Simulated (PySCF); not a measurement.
## Correlation energy of Ne⁺ (neon, charge +1)

[He] 2s2 2p5, 2P determinant. Computed with PySCF 2.14 in dyall-av2z (11s7p2d, 42 functions), with the non-relativistic Hamiltonian (point nucleus). Frozen: 1s2; 7 electrons correlated; the 8 highest virtual orbitals of each spin left out.

```json
{"level": "CCSD", "correlation energy (mhartree)": "-182.43"}
{"level": "(T)", "correlation energy (mhartree)": "-1.99"}
{"level": "CCSD(T)", "correlation energy (mhartree)": "-184.42"}
{"level": "CCSDT", "correlation energy (mhartree)": "-184.52"}
```

Diagnostics: T1 = 0.0047, D1 = 0.0073, largest double amplitude 0.026.

Cost of the coupled-cluster step: of the order of 1 core-seconds, for 7 correlated electrons.

Iterations:

```
CC2 = 0
CCSD nocc = (np.int64(4), np.int64(3)), nmo = (33, 33)
frozen orbitals [[0, 34, 35, 36, 37, 38, 39, 40, 41], [0, 34, 35, 36, 37, 38, 39, 40, 41]]
max_cycle = 100
direct = 0
conv_tol = 1e-08
conv_tol_normt = 1e-06
diis_space = 8
diis_start_cycle = 0
Init t2, MP2 energy = -0.171921650417611
Init E_corr(UCCSD) = -0.171921650418772
cycle = 1  E_corr(UCCSD) = -0.179994442946996  dE = -0.00807279253  norm(t1,t2) = 0.0201029
cycle = 2  E_corr(UCCSD) = -0.181824177275218  dE = -0.00182973433  norm(t1,t2) = 0.00545482
cycle = 3  E_corr(UCCSD) = -0.182419666159185  dE = -0.000595488884  norm(t1,t2) = 0.0023406
cycle = 4  E_corr(UCCSD) = -0.182438675783926  dE = -1.90096247e-05  norm(t1,t2) = 0.000604249
cycle = 5  E_corr(UCCSD) = -0.182423884469147  dE = 1.47913148e-05  norm(t1,t2) = 0.000240202
cycle = 6  E_corr(UCCSD) = -0.18242667840962  dE = -2.79394047e-06  norm(t1,t2) = 3.26661e-05
cycle = 7  E_corr(UCCSD) = -0.182426970915206  dE = -2.92505586e-07  norm(t1,t2) = 7.50967e-06
cycle = 8  E_corr(UCCSD) = -0.182426806982445  dE = 1.63932761e-07  norm(t1,t2) = 2.07955e-06
cycle = 9  E_corr(UCCSD) = -0.182426797723627  dE = 9.25881807e-09  norm(t1,t2) = 3.7226e-07
UCCSD converged
E(UCCSD) = -127.9996478928942  E_corr = -0.1824267977236273
UCCSD(T) correction = -0.00199341897576399
```
